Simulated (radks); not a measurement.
Question: Ionisation ladder of rhenium, from Re to Re8+. Each ion is in the ground configuration listed by NIST, and IE = E(next ion) - E(this ion). Method: scalar-relativistic Kohn-Sham, LDA (Slater exchange, Perdew-Wang correlation), spin-unpolarised, spherical densities, finite nucleus; Fermi nuclear charge, rms radius 5.3698 fm; computed with a radial shooting solver on a logarithmic mesh with Libxc functionals.

species           configuration  IE, Delta-SCF (eV)  <r> HOMO (bohr)
Re            [Xe] 4f14 5d5 6s2                   ?             1.93
Re+           [Xe] 4f14 5d5 6s1                   ?             2.85
Re2+              [Xe] 4f14 5d5              27.446             1.78
Re3+              [Xe] 4f14 5d4              39.686             1.68
Re4+              [Xe] 4f14 5d3              52.964             1.60
Re5+              [Xe] 4f14 5d2                   ?             1.53
Re6+              [Xe] 4f14 5d1              82.028             1.47
Re7+                  [Xe] 4f14              148.34            0.572
Re8+     [Kr] 4d10 4f14 5s2 5p5                   ?             1.12

Estimate the withheld Delta-SCF values.

Answer: Re: 9.504 eV (NIST 7.834); Re+: 16.666 eV (NIST 16.6); Re5+: 67.119 eV (NIST 67); Re8+: 167.83 eV (NIST 165).

Beside tabulated values, note that spin-unpolarised runs miss the spin-polarisation part of the exchange energy of open shells.
